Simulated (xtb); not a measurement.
C₄H₁₃GeO₄ (SMILES C[O][Ge]([O]C)([O]C)[OH+]C), charge +1, singlet, from a rough starting geometry; GFN2-xTB run with xtb.

Here is a job for xtb.
```
$ xtb mol.xyz --gfn 2 --chrg 1 --opt vtight --json

# file mol.xyz
22

C     -1.26930215    -2.60827024    -1.11759308
O     -1.32244828    -1.10356180    -1.00355375
Ge    -0.57524356    -0.13404134     0.09443563
O     -0.99493162     1.51782148     0.08691861
C     -1.86307780     2.29569523    -0.83851042
O      0.04638391    -0.72490129     1.58016052
C      0.41029961    -0.13966334     2.78575583
O      1.35941250     0.04683966    -1.08825489
C      2.61937452     0.32694434    -0.52294313
H     -1.63816570    -3.03171198    -0.10796010
H     -2.04968261    -2.80821753    -1.87815193
H     -0.34768549    -2.98697555    -1.36781767
H     -2.14311974     3.17147992    -0.30133924
H     -2.68975808     1.63276694    -1.12099356
H     -1.24246722     2.54265803    -1.74712717
H      1.52020531     0.03139614     2.78023055
H      0.00127593     0.92416807     2.89524677
H      0.07944054    -0.77770690     3.60419372
H      1.23396716     0.43815833    -1.92090487
H      2.63323680     1.42481995    -0.21670546
H      2.79341960    -0.17380089     0.42889448
H      3.45711024     0.18798515    -1.17657685
```

What does xtb print? Leave out banner, timings and long lists.


```
   ID    Z sym.   atoms
    1    6 C      1, 5, 7, 9
    2    8 O      2, 4, 6, 8
    3   32 Ge     3
    4    1 H      10-22

           -------------------------------------------------
          |                Calculation Setup                |
           -------------------------------------------------

           -------------------------------------------------
          |                 G F N 2 - x T B                 |
           -------------------------------------------------

          ...................................................
          :                      SETUP                      :
          :.................................................:
          :  # basis functions                  55          :
          :  # atomic orbitals                  54          :
          :  # shells                           32          :
          :  # electrons                        56          :
          :  max. iterations                   250          :
          :  Hamiltonian                  GFN2-xTB          :
          :  restarted?                      false          :
          :  GBSA solvation                  false          :
          :  PC potential                    false          :
          :  electronic temp.          300.0000000     K    :
          :  accuracy                    1.0000000          :
          :  -> integral cutoff          0.2500000E+02      :
          :  -> integral neglect         0.1000000E-07      :
          :  -> SCF convergence          0.1000000E-05 Eh   :
          :  -> wf. convergence          0.1000000E-03 e    :
          :  Broyden damping             0.4000000          :
          :  net charge                          1          :
          :  unpaired electrons                  0          :
          ...................................................

 iter      E             dE          RMSdq      gap      omega  full diag
   1    -32.3188500 -0.323189E+02  0.596E+00    3.42       0.0  T
   2    -32.0408268  0.278023E+00  0.530E+00    7.28       1.0  T
   3    -33.2011730 -0.116035E+01  0.272E+00    4.24       1.0  T
   4    -33.1974050  0.376793E-02  0.126E+00    4.09       1.0  T
   5    -33.2245244 -0.271194E-01  0.371E-01    4.35       1.0  T
   6    -33.2250443 -0.519880E-03  0.177E-01    4.33       1.0  T
   7    -33.2251591 -0.114810E-03  0.272E-02    4.32       1.0  T
   8    -33.2251596 -0.495373E-06  0.122E-02    4.31       1.8  T
   9    -33.2251602 -0.547358E-06  0.364E-03    4.31       5.9  T
  10    -33.2251603 -0.109645E-06  0.850E-04    4.31      25.1  T
  11    -33.2251603 -0.936481E-09  0.365E-04    4.31      58.4  T

   *** convergence criteria satisfied after 11 iterations ***

         :::::::::::::::::::::::::::::::::::::::::::::::::::::
         ::                     SUMMARY                     ::
         :::::::::::::::::::::::::::::::::::::::::::::::::::::
         :: total energy             -32.967002002003 Eh    ::
         :: gradient norm              0.165576425494 Eh/a0 ::
         :: HOMO-LUMO gap              4.312236364435 eV    ::
         ::.................................................::
         :: SCC energy               -33.225005075887 Eh    ::
         :: -> isotropic ES            0.099745141454 Eh    ::
         :: -> anisotropic ES         -0.003761555658 Eh    ::
         :: -> anisotropic XC          0.009725736142 Eh    ::
         :: -> dispersion             -0.013219477522 Eh    ::
         :: repulsion energy           0.258003073884 Eh    ::
         :: add. restraining           0.000000000000 Eh    ::
         :: total charge               1.000000000000 e     ::
         :::::::::::::::::::::::::::::::::::::::::::::::::::::

      -----------------------------------------------------------
     |                   =====================                   |
     |                        A N C O P T                        |
[...]
 * total energy  :   -32.9909338 Eh     change       -0.6925475E-06 Eh
 * total energy  :   -32.9909343 Eh     change       -0.4830114E-06 Eh
 * total energy  :   -32.9909346 Eh     change       -0.3528239E-06 Eh
 * total energy  :   -32.9909348 Eh     change       -0.1308642E-06 Eh
 * total energy  :   -32.9909347 Eh     change        0.4929561E-07 Eh
 * total energy  :   -32.9909350 Eh     change       -0.3122250E-06 Eh
 * total energy  :   -32.9909351 Eh     change       -0.1087259E-06 Eh
 * total energy  :   -32.9909354 Eh     change       -0.2328527E-06 Eh
 * total energy  :   -32.9909355 Eh     change       -0.1487984E-06 Eh
 * total energy  :   -32.9909357 Eh     change       -0.1698794E-06 Eh
 * total energy  :   -32.9909359 Eh     change       -0.1875159E-06 Eh
 * total energy  :   -32.9909359 Eh     change       -0.4192088E-08 Eh
   *** GEOMETRY OPTIMIZATION CONVERGED AFTER 122 ITERATIONS ***
         :: total energy             -32.990935869542 Eh    ::
[...]
     4   8 O        1.629    -0.248    18.142     5.749
     5   6 C        3.660     0.011    20.661     6.522
     6   8 O        1.630    -0.243    18.056     5.736
     7   6 C        3.658     0.012    20.655     6.523
     8   8 O        2.121    -0.318    19.275     5.929
     9   6 C        3.621     0.005    20.949     6.599
    10   1 H        0.925     0.091     1.868     2.137
    11   1 H        0.925     0.113     1.669     2.020
    12   1 H        0.925     0.090     1.882     2.145
    13   1 H        0.925     0.113     1.671     2.021
    14   1 H        0.925     0.093     1.851     2.127
    15   1 H        0.925     0.086     1.920     2.167
    16   1 H        0.925     0.085     1.926     2.170
    17   1 H        0.925     0.091     1.867     2.137
    18   1 H        0.925     0.113     1.673     2.023
    19   1 H        0.805     0.356     0.574     1.190
    20   1 H        0.924     0.085     1.933     2.174
    21   1 H        0.925     0.100     1.782     2.087
    22   1 H        0.924     0.094     1.838     2.120

 Mol. C6AA /au·bohr⁶  :       4372.147091
 Mol. C8AA /au·bohr⁸  :     135421.018665
 Mol. α(0) /au        :        103.807202

Wiberg/Mayer (AO) data.
largest (>0.10) Wiberg bond orders for each atom

 ---------------------------------------------------------------------------
     #   Z sym  total        # sym  WBO       # sym  WBO       # sym  WBO
 ---------------------------------------------------------------------------
     1   6 C    3.882 --    12 H    0.978    10 H    0.975    11 H    0.962
                             2 O    0.918
     2   8 O    2.428 --     3 Ge   1.231     1 C    0.918
     3  32 Ge   4.255 --     2 O    1.231     6 O    1.211     4 O    1.208
                             8 O    0.426
     4   8 O    2.407 --     3 Ge   1.208     5 C    0.918
     5   6 C    3.883 --    15 H    0.979    14 H    0.976    13 H    0.961
                             4 O    0.918
     6   8 O    2.416 --     3 Ge   1.211     7 C    0.921
     7   6 C    3.885 --    16 H    0.978    17 H    0.975    18 H    0.961
                             6 O    0.921
     8   8 O    2.335 --     9 C    0.929    19 H    0.850     3 Ge   0.426
     9   6 C    3.885 --    20 H    0.979    21 H    0.974    22 H    0.973
                             8 O    0.929
    10   1 H    0.992 --     1 C    0.975
    11   1 H    0.986 --     1 C    0.962
    12   1 H    0.992 --     1 C    0.978
    13   1 H    0.986 --     5 C    0.961
    14   1 H    0.991 --     5 C    0.976
    15   1 H    0.993 --     5 C    0.979
    16   1 H    0.993 --     7 C    0.978
    17   1 H    0.992 --     7 C    0.975
    18   1 H    0.986 --     7 C    0.961
    19   1 H    0.873 --     8 O    0.850
    20   1 H    0.993 --     9 C    0.979
    21   1 H    0.990 --     9 C    0.974
    22   1 H    0.991 --     9 C    0.973
 ---------------------------------------------------------------------------

Topologies differ in total number of bonds
Writing topology from bond orders to xtbtopo.mol

molecular dipole:
                 x           y           z       tot (Debye)
 q only:        0.604       0.340      -0.284
   full:        0.640       0.516      -0.322       2.244
molecular quadrupole (traceless):
                xx          xy          yy          xz          yz          zz
 q only:        2.061      -1.482       0.606       1.978      -0.130      -2.667
  q+dip:        3.156       1.333      -0.359      -0.973      -1.260      -2.797
   full:        3.370       0.630      -0.201      -0.437      -1.180      -3.168

optimized geometry written to: xtbopt.xyz

           -------------------------------------------------
          | TOTAL ENERGY              -32.990935869542 Eh   |
          | GRADIENT NORM               0.000032366898 Eh/α |
          | HOMO-LUMO GAP               4.577614927797 eV   |
           -------------------------------------------------
```
